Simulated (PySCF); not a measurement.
**C2H7ClOSi**

C2H7ClOSi is a small molecule, neutral, singlet. The structure, one conformer, was relaxed in the gas phase by PBE0-D3(BJ)/def2-SVP. No frequency run checks that it is a minimum.

SMILES: OC(Cl)C[SiH3]

```tsv
atom	x (Å)	y (Å)	z (Å)
C1	-0.128	-0.352	-1.224
C2	0.706	0.169	-0.073
Si3	-0.147	-0.048	1.609
O4	-1.408	0.138	-1.253
Cl5	0.744	0.000	-2.797
H6	-0.210	-1.446	-1.201
H7	0.926	1.239	-0.230
H8	1.681	-0.343	-0.059
H9	-0.637	-1.451	1.755
H10	-1.296	0.893	1.755
H11	0.846	0.241	2.688
H12	-1.371	1.104	-1.234
```

Shieldings: GIAO PBE0/pcSseg-2. Shifts are against computed references at the same level: C TMS (σ 184.1 ppm), H TMS (σ 31.24 ppm), Si TMS (σ 341.3 ppm). Core levels by delta-SCF with SCAN, pcX-2 on the ionised atom and pcseg-1 elsewhere, spin-free X2C (2p3/2 is the spin-free 2p value less a third of a first-order spin-orbit splitting); from the vacuum level, for chosen atoms.

(1) Give the shieldings and core levels atom by atom.

(2) Which of C1, C2 holds its core electrons tightest, and by how much against the loosest?

(3) By CAM-B3LYP/def2-SVPD (TDDFT singlets, Tamm-Dancoff triplets, ionisation by delta-SCF), where does absorption start, and what does vertical ionisation take?

Results:

(1) 
```tsv
atoms	bonded to	σ (ppm)	δ (ppm)	core level (eV)
C1	1 C + 1 Cl + 1 O + 1 H	85.6	98.5	1s 294.00
C2	1 C + 1 Si + 2 H	154.2	29.9	1s 290.88
Si3	1 C + 3 H	411.9	-70.7	2p3/2 107.04
O4	1 C + 1 H	210.1	-	1s 539.65
Cl5	1 C	624.3	-	2p3/2 205.49
H6	1 C	25.43	5.81	-
H7	1 C	29.70	1.54	-
H8	1 C	29.47	1.77	-
H9 H10 H11	1 Si	27.38	3.86	-
H12	1 O	29.70	1.54	-
```

Values are those of this one static structure, with the three H of a rotating XH3 group averaged; atoms that internal rotation interchanges would show their mean in an NMR spectrum.

(2) C1 (bonded to 1 C + 1 Cl + 1 O + 1 H), by 3.11 eV over C2 (bonded to 1 C + 1 Si + 2 H).

(3) The lowest singlet lies at 7.10 eV (f 0.007), the strongest of the first 6 at 8.61 eV (f 0.130), the lowest triplet at 6.47 eV; vertical ionisation takes 10.79 eV.
